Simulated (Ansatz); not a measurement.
Molecule: sum formula H₄BSiO₂, net charge 0, doublet state. It need not be the lowest isomer of its formula. 
Structure (B3LYP-D3(BJ)/def2-TZVP (Ansatz, a program for electronic structure) minimum search):
```xyz
8

O      2.3553    -0.2182    -0.3687
B      1.1995     0.3457     0.0498
O      0.0135    -0.2523    -0.1327
Si    -1.5710     0.0863     0.2151
H      3.1323     0.3141    -0.1761
H     -1.6796     1.3899     0.9048
H     -2.3192     0.1176    -1.0577
H     -2.0876    -0.9939     1.0796
```
Charge 0, spin multiplicity 2.

Total electronic energies in hartree. Cores are frozen in the correlated levels unless marked. Open shells are spin-unrestricted. Spin-orbit coupling is left out. Non-relativistic. Basis-set limits of correlation are two-point, X^-3; Hartree-Fock from the larger set.

| level | program | energy (Eh) |
|---|---|---|
| HF/6-31G | Ansatz | -465.59641 |
| PBE-D3(BJ)/def2-TZVPD | Ansatz + dftd3 | … |
| revPBE-D4/def2-TZVPD | Ansatz + dftd4 | -467.23736 |
| r2SCAN-D3(BJ)/def2-TZVPD | Ansatz + dftd3 | -467.23134 |
| B97M-V/def2-TZVPD | Ansatz | -467.23226 |
| B3LYP-D3(BJ)/def2-TZVPD | Ansatz + dftd3 | -467.38452 |
| PBE0/STO-3G | Ansatz | -461.15674 |
| HSE06-D3(BJ)/def2-TZVPD | Ansatz + dftd3 | -467.01084 |
| HSE06/def2-TZVPD | Ansatz | -467.00763 |
| LC-wPBE-D4/def2-TZVPD | Ansatz + dftd4 | -467.14836 |
| LC-wPBE/def2-TZVPD | Ansatz | -467.14301 |
| wB97X-V/def2-TZVPD | Ansatz | -467.23805 |
| B2GP-PLYP/def2-TZVPD | Ansatz | -467.02806 |
| B2PLYP-D3(BJ)/def2-TZVPD | Ansatz + dftd3 | -467.10626 |
| MP2/CBS(cc-pV(T+d)Z,cc-pV(Q+d)Z) | Ansatz | -466.6296 |
| SCS-MP2/STO-3G | Ansatz | -460.18991 |
| SCS-MP2/cc-pwCVTZ | Ansatz | -466.53129 |
| SCS-MP2/cc-pV(Q+d)Z | Ansatz | -466.59163 |
| CCSD/cc-pV(Q+d)Z | Ansatz | -466.61204 |
| CCSD(T)/6-31G | Ansatz | -465.96072 |
| CCSD(T)/6-31G* | Ansatz | -466.25892 |
| CCSD(T)/cc-pwCVTZ | Ansatz | -466.58682 |
| CCSD(T)/CBS(cc-pV(T+d)Z,cc-pV(Q+d)Z) | Ansatz | -466.6761 |

Problem. Fill in the missing entries.

Solution. 
- PBE-D3(BJ)/def2-TZVPD, energy (Eh): -466.99127
